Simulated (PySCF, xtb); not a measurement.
CH7FO2Si2, SMILES CO[Si@H](F)O[SiH3].

GFN2-xTB (xtb 6.7.1) at its own geometry gives an orbital gap of 6.29 eV and a dipole moment of 1.71 D.

Geometry optimised at r2SCAN-D4/def2-SVP. The structure was generated by enumeration; whether it is a known compound was not checked. The values are those of a single conformer.

Question: What does r2SCAN/def2-TZVP (PySCF) give? (Estimate from the structure and the level; the computed values follow.)

Answer: gap 7.07 eV (levels -7.51 and -0.43 eV), dipole 1.35 D.
